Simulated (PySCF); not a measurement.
PySCF job for C₄H₃S, SMILES [c]1cccs1, multiplicity 2, SMD-M06-2X/6-31G*. Geometry: B3LYP-D3(BJ)/def2-SVP. The isomer is the one that the SMILES or the coordinates give; other isomers of the formula were not compared.

```python
import numpy as np
from pyscf import gto, scf, dft
from pyscf.solvent import smd

mol = gto.M(
    atom='''
    C     1.25133915    0.06506764    0.00000000
    C     0.72760960    1.31939050    0.00000000
    C    -0.71126127    1.24017130    0.00000000
    C    -1.18643224   -0.04650626    0.00000000
    S     0.11226828   -1.21554151    0.00000000
    H     1.29813064    2.24868900    0.00000000
    H    -1.36057193    2.11780849    0.00000000
    H    -2.22138273   -0.38657239    0.00000000
    ''',
    basis='6-31G*',
    charge=0,
    spin=1,
    max_memory=1600,
    verbose=3,
)
mf = dft.UKS(mol, xc='m06-2x').density_fit(auxbasis='def2-universal-jkfit')
mf.grids.level = 4
mf.conv_tol = 1e-9
mf.max_cycle = 100
mf.kernel()
fine, coarse = mf.grids, dft.Grids(mol).set(level=1).build(with_non0tab=True)
for _ in range(3):  # follow internal instabilities
    mf.grids = coarse
    mo, _, stable, _ = mf.stability(return_status=True, nroots=4)
    mf.grids = fine
    if stable:
        break
    mf.kernel(mf.make_rdm1(mo, mf.mo_occ))
res = {}
for name in ['water', 'tetrahydrofuran', 'benzene']:
    s = mf.SMD()
    s.with_solvent.solvent, s.with_solvent.sasa_ng = name, 302
    s.kernel(mf.make_rdm1())
    res[name] = (s.e_tot, s.with_solvent.get_cds(), s.dip_moment(), s.mo_energy, s.converged)
    print(f'SMD {name}: dG(solv) = {(s.e_tot - mf.e_tot) * 627.509474:.3f} kcal/mol, of which CDS {res[name][1] * 627.509474:.3f}')
```

It prints:

```

WARN: HOMO -0.220441121913735 >= LUMO -0.220441121913734

converged SCF energy = -552.196539147038  <S^2> = 0.76478547  2S+1 = 2.0147312
<class 'pyscf.df.df_jk.DFUKS'> wavefunction is stable in the internal stability analysis
converged SCF energy = -552.196319585238  <S^2> = 0.76435559  2S+1 = 2.0143044
Dipole moment(X, Y, Z, Debye): -1.23598,  1.06815, -0.00000
SMD water: dG(solv) = 0.138 kcal/mol, of which CDS 3.464
converged SCF energy = -552.201106926801  <S^2> = 0.76445407  2S+1 = 2.0144022
Dipole moment(X, Y, Z, Debye): -1.15605,  1.00523,  0.00000
SMD tetrahydrofuran: dG(solv) = -2.866 kcal/mol, of which CDS -0.215
converged SCF energy = -552.201210879742  <S^2> = 0.76462715  2S+1 = 2.0145741
Dipole moment(X, Y, Z, Debye): -1.01133,  0.87686, -0.00000
SMD benzene: dG(solv) = -2.932 kcal/mol, of which CDS -1.532
```

Self-consistency was reached.

Cost: around 2.3 core-minutes (rough).
